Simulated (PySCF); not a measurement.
Excitations are Tamm–Dancoff values on a coarser integration grid. The basis has no diffuse functions, so Rydberg states are missing or too high.

Cartesian coordinates (Å):
SMILES: C=CCCO
```xyz
13

C      1.8044    -0.5456     0.4590
C      0.9829     0.4230     0.0725
C     -0.4189     0.5923     0.5533
C     -1.4158     0.1642    -0.5205
O     -1.3008    -1.2010    -0.8379
H      1.5106    -1.2643     1.2181
H      2.8023    -0.6429     0.0472
H      1.3186     1.1243    -0.6904
H     -0.6089     1.6405     0.8094
H     -0.5861    -0.0097     1.4511
H     -1.2856     0.7911    -1.4155
H     -2.4363     0.3135    -0.1608
H     -0.3663    -1.3853    -0.9855
```
Charge 0, spin multiplicity 1.

Problem. What is the computed brightest of the four lowest singlets (TDA), dipole moment, HOMO–LUMO gap, S1 excitation (TDA) and HOMO (PBE-D3(BJ)/def2-TZVP // PBE0-D4/def2-TZVP in PySCF)?

Solution. 
```
Quantity                                        Value
-------------------------------------------  --------
brightest of the four lowest singlets (TDA)   6.74 eV
dipole moment                                  1.62 D
HOMO–LUMO gap                                 5.02 eV
S1 excitation (TDA)                           5.13 eV
HOMO                                         -6.07 eV
```
